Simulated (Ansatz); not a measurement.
Ideal-gas functions of F3Si, SMILES `F[Si](F)F` radical at 800 K and 1 bar, from an Ansatz frequency run at PBE0-D4/def2-TZVP.

Molar mass 85.08 g/mol, point group C3v (symmetry number 3), electronic degeneracy 2, moments of inertia 68.126, 68.16, 124.221 u Å². Harmonic wavenumbers (cm⁻¹, unscaled): 284, 285, 403, 834, 962, 962.

Use S(trans) = R[1.5 ln M + 2.5 ln T − 1.1517]; rotational temperatures θ = 24.2544 K / I; S(rot) = R[ln(√π/σ · √(T³/θAθBθC)) + 1.5]; for each mode x = 1.438777 ν̃/T, S = R[x/(eˣ − 1) − ln(1 − e⁻ˣ)] and H = RT x/(eˣ − 1); 1 cm⁻¹ = 0.0119627 kJ/mol; R = 8.31446 J/(mol·K).

Q: By hand: the entropy, in J/(mol·K).

A: Translation 184.8. Rotation: θ = 0.356, 0.3558, 0.1953 K, giving 106.8. Vibration, mode by mode: 13.99, 13.96, 11.17, 5.68, 4.72, 4.72, in all 54.2. Electronic 5.8. Sum 351.6 J/(mol·K).

Q: By hand: H − E and G − E in kJ/mol, counted from the electronic energy.

A: Zero-point energy ½ × 3730 × 0.0119627 = 22.3; thermal vibration 22.5; translation, rotation and pV give 4 RT = 26.6. H − E = 71.4 kJ/mol, and G − E = 71.4 − 800 × 351.6/1000 = -209.9 kJ/mol.

Vibration gives 15 % of the entropy.
